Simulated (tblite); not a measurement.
Record of a relaxation.

C6H12OSi2.
Bonds: C1–C2, C2–C3, C3–C4 (aromatic), C4–Si5 (aromatic), Si5–C6 (aromatic), C6–C7 (aromatic), C7–Si8 (aromatic), Si8–O9 (aromatic), C3–O9 (aromatic). Hydrogens: H10, H11, H12 on C1; H13, H14 on C2; H15 on C4; H16, H17 on Si5; H18 on C6; H19 on C7; H20, H21 on Si8.

Computed with GFN2-xTB (tblite), gas phase: L-BFGS steps from a force-field or distance-geometry start until the largest atomic force falls under 0.01 eV/Å. 7 of its 58 geometries are shown.

Step 0: E = -720.3804 eV, largest atomic force 1.412 eV/Å
```
atom  x, y, z in Å  |  force x, y, z in eV/Å
C1     -3.096   -0.195    0.526   -0.787   0.030   0.260
C2     -2.102   -0.016   -0.611    0.546  -0.217   0.334
C3     -0.679    0.147   -0.080   -0.208   0.938  -0.042
C4     -0.034    1.331   -0.183   -0.878  -1.105  -0.048
Si5     1.641    1.735    0.456    0.152   0.634   0.605
C6      2.853    0.415    0.010    0.679  -0.873  -0.252
C7      2.647   -0.892   -0.209    0.598   0.816   0.093
Si8     1.068   -1.840   -0.146   -1.095  -0.421   0.252
O9     -0.170   -0.971    0.554    0.386   0.257  -0.999
H10    -4.119   -0.299    0.121    0.413   0.030   0.112
H11    -2.892   -1.087    1.121    0.146   0.131  -0.129
H12    -3.104    0.671    1.198    0.130  -0.185  -0.192
H13    -2.141   -0.893   -1.253    0.070  -0.234  -0.067
H14    -2.389    0.841   -1.214    0.130   0.182   0.024
H15    -0.514    2.177   -0.657   -0.378  -0.340  -0.023
H16     2.082    3.011   -0.158   -0.028  -0.156   0.038
H17     1.616    1.925    1.922    0.047  -0.025  -0.069
H18     3.868    0.797   -0.063    0.118  -0.169  -0.024
H19     3.491   -1.527   -0.446    0.266   0.078  -0.063
H20     1.289   -3.084    0.638   -0.327   0.509  -0.023
H21     0.675   -2.229   -1.526    0.019   0.120   0.213
```

Step 10: E = -720.6264 eV, largest atomic force 0.201 eV/Å
```
atom  x, y, z in Å  |  force x, y, z in eV/Å
C1     -3.114   -0.202    0.532    0.049   0.007  -0.002
C2     -2.105   -0.025   -0.605   -0.124  -0.057  -0.021
C3     -0.705    0.171   -0.093   -0.110   0.095   0.009
C4     -0.076    1.341   -0.175    0.071  -0.031   0.015
Si5     1.644    1.717    0.481   -0.013  -0.071  -0.088
C6      2.925    0.404    0.019   -0.058  -0.121  -0.047
C7      2.710   -0.892   -0.218   -0.063  -0.020  -0.032
Si8     1.071   -1.817   -0.178   -0.002   0.004  -0.042
O9     -0.160   -0.953    0.448    0.039   0.166  -0.064
H10    -4.120   -0.311    0.134    0.030  -0.017  -0.003
H11    -2.872   -1.084    1.119    0.021  -0.001   0.002
H12    -3.091    0.666    1.186   -0.013   0.024   0.032
H13    -2.115   -0.921   -1.230   -0.037   0.006  -0.057
H14    -2.387    0.842   -1.210    0.005  -0.124   0.011
H15    -0.638    2.140   -0.646    0.127  -0.018   0.155
H16     2.074    2.975   -0.147    0.026   0.034  -0.030
H17     1.630    1.912    1.941    0.002  -0.072  -0.013
H18     3.950    0.750   -0.069   -0.002   0.123   0.078
H19     3.565   -1.515   -0.471    0.009   0.023  -0.007
H20     1.128   -2.961    0.722   -0.075   0.030   0.093
H21     0.677   -2.220   -1.540    0.118   0.017   0.011
```

Step 19: E = -720.6588 eV, largest atomic force 0.083 eV/Å
```
atom  x, y, z in Å  |  force x, y, z in eV/Å
C1     -3.114   -0.210    0.538    0.050   0.027  -0.010
C2     -2.123   -0.034   -0.614   -0.026   0.024  -0.011
C3     -0.719    0.193   -0.117   -0.056   0.031   0.010
C4     -0.084    1.361   -0.169   -0.037  -0.009  -0.011
Si5     1.649    1.698    0.465   -0.056  -0.042  -0.032
C6      2.928    0.389    0.007    0.011  -0.026   0.030
C7      2.728   -0.907   -0.237   -0.015   0.019   0.025
Si8     1.077   -1.809   -0.183    0.024   0.002  -0.020
O9     -0.154   -0.926    0.402    0.019   0.046  -0.039
H10    -4.124   -0.331    0.149    0.064  -0.031   0.043
H11    -2.851   -1.083    1.132   -0.013   0.010  -0.033
H12    -3.090    0.663    1.186   -0.024   0.015   0.003
H13    -2.129   -0.939   -1.230    0.015   0.043   0.010
H14    -2.419    0.816   -1.231   -0.044  -0.017  -0.013
H15    -0.633    2.196   -0.581   -0.004  -0.018   0.017
H16     2.083    2.959   -0.157    0.023   0.014  -0.002
H17     1.640    1.854    1.927    0.013  -0.010   0.043
H18     3.946    0.767   -0.034    0.026  -0.013  -0.041
H19     3.590   -1.523   -0.486   -0.033   0.017   0.029
H20     1.040   -2.892    0.790    0.036  -0.030   0.011
H21     0.750   -2.226   -1.556    0.027  -0.052  -0.007
```

Step 28: E = -720.6668 eV, largest atomic force 0.050 eV/Å
```
atom  x, y, z in Å  |  force x, y, z in eV/Å
C1     -3.108   -0.207    0.544    0.021   0.000  -0.017
C2     -2.137   -0.022   -0.623    0.001   0.006  -0.010
C3     -0.729    0.215   -0.140   -0.027  -0.014   0.006
C4     -0.097    1.385   -0.169   -0.022  -0.030  -0.010
Si5     1.643    1.690    0.465   -0.010  -0.026  -0.028
C6      2.929    0.386    0.010   -0.001  -0.010  -0.020
C7      2.728   -0.910   -0.224    0.021   0.003  -0.014
Si8     1.079   -1.812   -0.187    0.029   0.023   0.006
O9     -0.155   -0.911    0.356   -0.004  -0.012  -0.022
H10    -4.120   -0.354    0.170    0.030  -0.003   0.023
H11    -2.823   -1.075    1.134    0.010   0.025   0.006
H12    -3.097    0.670    1.188   -0.006  -0.019  -0.018
H13    -2.132   -0.931   -1.231   -0.020   0.012  -0.005
H14    -2.459    0.813   -1.246    0.014   0.029   0.019
H15    -0.651    2.227   -0.557    0.015  -0.005   0.013
H16     2.094    2.947   -0.153    0.012   0.048   0.004
H17     1.647    1.823    1.930   -0.014   0.013   0.034
H18     3.949    0.762   -0.046   -0.028  -0.001   0.003
H19     3.588   -1.528   -0.469    0.002  -0.003   0.020
H20     1.042   -2.879    0.805   -0.007  -0.010   0.014
H21     0.800   -2.273   -1.555   -0.014  -0.026  -0.003
```

Step 38: E = -720.6722 eV, largest atomic force 0.037 eV/Å
```
atom  x, y, z in Å  |  force x, y, z in eV/Å
C1     -3.095   -0.203    0.549    0.003  -0.006  -0.007
C2     -2.150   -0.004   -0.637    0.005   0.006  -0.004
C3     -0.735    0.212   -0.170   -0.010  -0.010   0.011
C4     -0.104    1.384   -0.172    0.002  -0.016  -0.022
Si5     1.636    1.688    0.458    0.024  -0.019  -0.001
C6      2.923    0.386   -0.005    0.008   0.002   0.011
C7      2.735   -0.915   -0.221    0.003   0.006   0.014
Si8     1.090   -1.827   -0.193    0.010   0.019   0.012
O9     -0.166   -0.925    0.295    0.004  -0.008   0.003
H10    -4.108   -0.392    0.200    0.013   0.017   0.005
H11    -2.769   -1.052    1.145    0.011   0.020   0.013
H12    -3.099    0.685    1.179   -0.007  -0.025  -0.003
H13    -2.168   -0.901   -1.261   -0.008   0.008  -0.011
H14    -2.474    0.848   -1.236   -0.012   0.020   0.003
H15    -0.663    2.237   -0.527   -0.004  -0.004  -0.013
H16     2.098    2.959   -0.124   -0.014   0.008  -0.017
H17     1.631    1.810    1.926   -0.002  -0.010   0.019
H18     3.941    0.770   -0.056   -0.020  -0.015   0.007
H19     3.604   -1.533   -0.435   -0.023   0.018  -0.022
H20     1.038   -2.865    0.830    0.003  -0.009   0.018
H21     0.827   -2.343   -1.545    0.014  -0.002  -0.016
```

Step 48: E = -720.6742 eV, largest atomic force 0.023 eV/Å
```
atom  x, y, z in Å  |  force x, y, z in eV/Å
C1     -3.087   -0.200    0.553    0.000  -0.004  -0.006
C2     -2.157    0.008   -0.643   -0.001   0.006  -0.004
C3     -0.736    0.205   -0.185   -0.006   0.005   0.022
C4     -0.101    1.374   -0.182    0.006   0.003  -0.001
Si5     1.632    1.685    0.461    0.016  -0.011   0.005
C6      2.923    0.386    0.002    0.006   0.004  -0.008
C7      2.733   -0.914   -0.218    0.002   0.001   0.004
Si8     1.094   -1.834   -0.187    0.005   0.007  -0.003
O9     -0.176   -0.939    0.274    0.002  -0.004  -0.005
H10    -4.099   -0.407    0.213    0.000   0.000   0.012
H11    -2.739   -1.039    1.152   -0.005  -0.001  -0.003
H12    -3.101    0.690    1.179    0.004  -0.012  -0.006
H13    -2.190   -0.876   -1.285   -0.012  -0.005   0.006
H14    -2.482    0.874   -1.221   -0.005   0.011  -0.007
H15    -0.662    2.228   -0.534    0.005   0.005  -0.014
H16     2.082    2.961   -0.123   -0.003  -0.017   0.010
H17     1.621    1.796    1.931   -0.006   0.006  -0.009
H18     3.940    0.768   -0.053   -0.004   0.006   0.005
H19     3.602   -1.528   -0.445   -0.006   0.002  -0.002
H20     1.039   -2.859    0.849    0.003   0.001   0.002
H21     0.856   -2.365   -1.539    0.000  -0.004   0.002
```

Step 57: E = -720.6746 eV, largest atomic force 0.009 eV/Å
```
atom  x, y, z in Å  |  force x, y, z in eV/Å
C1     -3.087   -0.201    0.554    0.005   0.001  -0.001
C2     -2.161    0.012   -0.644    0.004  -0.002  -0.001
C3     -0.739    0.205   -0.187    0.004   0.002   0.006
C4     -0.100    1.372   -0.186    0.007   0.004  -0.005
Si5     1.632    1.681    0.463    0.006   0.005   0.002
C6      2.926    0.387    0.004   -0.004  -0.001   0.002
C7      2.735   -0.913   -0.218   -0.001  -0.001  -0.003
Si8     1.095   -1.832   -0.187    0.003   0.001  -0.001
O9     -0.180   -0.941    0.272    0.000  -0.003  -0.007
H10    -4.101   -0.408    0.219    0.005   0.003   0.003
H11    -2.736   -1.040    1.150   -0.007  -0.001  -0.003
H12    -3.100    0.688    1.181   -0.001  -0.004   0.006
H13    -2.198   -0.871   -1.288   -0.004  -0.002  -0.005
H14    -2.484    0.881   -1.218   -0.006  -0.004   0.003
H15    -0.655    2.227   -0.543   -0.004   0.001  -0.003
H16     2.080    2.957   -0.120    0.004   0.001   0.002
H17     1.615    1.797    1.932   -0.005  -0.004  -0.004
H18     3.942    0.771   -0.051   -0.004  -0.005   0.000
H19     3.602   -1.528   -0.449    0.001   0.001   0.002
H20     1.042   -2.855    0.853    0.001   0.004   0.001
H21     0.861   -2.370   -1.536   -0.002   0.003   0.008
```

**Question.** Summarise the path.

**Answer.** The energy falls by 28.38 kJ/mol from step 0 to step 57; nine tenths of that is first reached at step 13. It falls at every step. The largest force goes from 1.412 to 0.009 eV/Å. Among the bonds Si8–O9 changes most, from 1.667 to 1.622 Å; the atoms move by 0.152 Å rms after alignment.

**Question.** Follow the three bonds and two angles with the largest change from start to end.

**Answer.** 
```json
{"step": "0", "E above end (kJ/mol)": "28.38", "largest force (eV/Å)": "1.412", "Si8–O9 (Å)": "1.667", "Si5–C6 (Å)": "1.846", "C7–Si8 (Å)": "1.843", "C3–O9–Si8 (°)": "120.2", "O9–Si8–H20 (°)": "109.0"}
{"step": "2", "E above end (kJ/mol)": "16.99", "largest force (eV/Å)": "0.477", "Si8–O9 (Å)": "1.636", "Si5–C6 (Å)": "1.874", "C7–Si8 (Å)": "1.881", "C3–O9–Si8 (°)": "123.2", "O9–Si8–H20 (°)": "110.7"}
{"step": "5", "E above end (kJ/mol)": "10.19", "largest force (eV/Å)": "0.361", "Si8–O9 (Å)": "1.626", "Si5–C6 (Å)": "1.883", "C7–Si8 (Å)": "1.880", "C3–O9–Si8 (°)": "127.0", "O9–Si8–H20 (°)": "109.6"}
{"step": "7", "E above end (kJ/mol)": "7.04", "largest force (eV/Å)": "0.285", "Si8–O9 (Å)": "1.629", "Si5–C6 (Å)": "1.886", "C7–Si8 (Å)": "1.874", "C3–O9–Si8 (°)": "126.8", "O9–Si8–H20 (°)": "105.8"}
{"step": "10", "E above end (kJ/mol)": "4.65", "largest force (eV/Å)": "0.201", "Si8–O9 (Å)": "1.629", "Si5–C6 (Å)": "1.892", "C7–Si8 (Å)": "1.883", "C3–O9–Si8 (°)": "126.0", "O9–Si8–H20 (°)": "102.1"}
{"step": "12", "E above end (kJ/mol)": "3.38", "largest force (eV/Å)": "0.207", "Si8–O9 (Å)": "1.627", "Si5–C6 (Å)": "1.895", "C7–Si8 (Å)": "1.886", "C3–O9–Si8 (°)": "126.8", "O9–Si8–H20 (°)": "99.9"}
{"step": "15", "E above end (kJ/mol)": "2.18", "largest force (eV/Å)": "0.123", "Si8–O9 (Å)": "1.626", "Si5–C6 (Å)": "1.886", "C7–Si8 (Å)": "1.883", "C3–O9–Si8 (°)": "128.0", "O9–Si8–H20 (°)": "98.4"}
{"step": "17", "E above end (kJ/mol)": "1.83", "largest force (eV/Å)": "0.119", "Si8–O9 (Å)": "1.625", "Si5–C6 (Å)": "1.883", "C7–Si8 (Å)": "1.882", "C3–O9–Si8 (°)": "128.2", "O9–Si8–H20 (°)": "98.4"}
{"step": "20", "E above end (kJ/mol)": "1.40", "largest force (eV/Å)": "0.072", "Si8–O9 (Å)": "1.624", "Si5–C6 (Å)": "1.888", "C7–Si8 (Å)": "1.882", "C3–O9–Si8 (°)": "129.2", "O9–Si8–H20 (°)": "98.3"}
{"step": "22", "E above end (kJ/mol)": "1.18", "largest force (eV/Å)": "0.078", "Si8–O9 (Å)": "1.623", "Si5–C6 (Å)": "1.889", "C7–Si8 (Å)": "1.881", "C3–O9–Si8 (°)": "130.1", "O9–Si8–H20 (°)": "98.6"}
{"step": "25", "E above end (kJ/mol)": "0.90", "largest force (eV/Å)": "0.065", "Si8–O9 (Å)": "1.622", "Si5–C6 (Å)": "1.886", "C7–Si8 (Å)": "1.878", "C3–O9–Si8 (°)": "131.1", "O9–Si8–H20 (°)": "99.2"}
{"step": "27", "E above end (kJ/mol)": "0.80", "largest force (eV/Å)": "0.047", "Si8–O9 (Å)": "1.622", "Si5–C6 (Å)": "1.886", "C7–Si8 (Å)": "1.879", "C3–O9–Si8 (°)": "131.2", "O9–Si8–H20 (°)": "99.2"}
{"step": "30", "E above end (kJ/mol)": "0.65", "largest force (eV/Å)": "0.073", "Si8–O9 (Å)": "1.622", "Si5–C6 (Å)": "1.888", "C7–Si8 (Å)": "1.880", "C3–O9–Si8 (°)": "131.7", "O9–Si8–H20 (°)": "99.1"}
{"step": "32", "E above end (kJ/mol)": "0.53", "largest force (eV/Å)": "0.069", "Si8–O9 (Å)": "1.622", "Si5–C6 (Å)": "1.887", "C7–Si8 (Å)": "1.879", "C3–O9–Si8 (°)": "132.2", "O9–Si8–H20 (°)": "99.2"}
{"step": "35", "E above end (kJ/mol)": "0.34", "largest force (eV/Å)": "0.054", "Si8–O9 (Å)": "1.622", "Si5–C6 (Å)": "1.888", "C7–Si8 (Å)": "1.880", "C3–O9–Si8 (°)": "133.0", "O9–Si8–H20 (°)": "99.1"}
{"step": "37", "E above end (kJ/mol)": "0.26", "largest force (eV/Å)": "0.049", "Si8–O9 (Å)": "1.622", "Si5–C6 (Å)": "1.889", "C7–Si8 (Å)": "1.881", "C3–O9–Si8 (°)": "133.4", "O9–Si8–H20 (°)": "99.0"}
{"step": "40", "E above end (kJ/mol)": "0.19", "largest force (eV/Å)": "0.035", "Si8–O9 (Å)": "1.621", "Si5–C6 (Å)": "1.886", "C7–Si8 (Å)": "1.880", "C3–O9–Si8 (°)": "133.8", "O9–Si8–H20 (°)": "99.1"}
{"step": "42", "E above end (kJ/mol)": "0.13", "largest force (eV/Å)": "0.051", "Si8–O9 (Å)": "1.621", "Si5–C6 (Å)": "1.885", "C7–Si8 (Å)": "1.879", "C3–O9–Si8 (°)": "133.9", "O9–Si8–H20 (°)": "99.2"}
{"step": "45", "E above end (kJ/mol)": "0.07", "largest force (eV/Å)": "0.029", "Si8–O9 (Å)": "1.621", "Si5–C6 (Å)": "1.887", "C7–Si8 (Å)": "1.880", "C3–O9–Si8 (°)": "134.0", "O9–Si8–H20 (°)": "99.0"}
{"step": "47", "E above end (kJ/mol)": "0.04", "largest force (eV/Å)": "0.036", "Si8–O9 (Å)": "1.621", "Si5–C6 (Å)": "1.887", "C7–Si8 (Å)": "1.880", "C3–O9–Si8 (°)": "133.9", "O9–Si8–H20 (°)": "99.0"}
{"step": "50", "E above end (kJ/mol)": "0.02", "largest force (eV/Å)": "0.019", "Si8–O9 (Å)": "1.621", "Si5–C6 (Å)": "1.886", "C7–Si8 (Å)": "1.879", "C3–O9–Si8 (°)": "133.9", "O9–Si8–H20 (°)": "99.0"}
{"step": "52", "E above end (kJ/mol)": "0.01", "largest force (eV/Å)": "0.012", "Si8–O9 (Å)": "1.621", "Si5–C6 (Å)": "1.886", "C7–Si8 (Å)": "1.880", "C3–O9–Si8 (°)": "134.0", "O9–Si8–H20 (°)": "99.0"}
{"step": "55", "E above end (kJ/mol)": "0.00", "largest force (eV/Å)": "0.013", "Si8–O9 (Å)": "1.621", "Si5–C6 (Å)": "1.887", "C7–Si8 (Å)": "1.880", "C3–O9–Si8 (°)": "134.0", "O9–Si8–H20 (°)": "98.9"}
{"step": "57", "E above end (kJ/mol)": "0.00", "largest force (eV/Å)": "0.009", "Si8–O9 (Å)": "1.622", "Si5–C6 (Å)": "1.886", "C7–Si8 (Å)": "1.880", "C3–O9–Si8 (°)": "133.9", "O9–Si8–H20 (°)": "99.0"}
```

What follows is the cost of the whole relaxation. Time: 0.58 s wall. Hardware: an Intel Xeon 6975P-C with one thread, on a shared host.
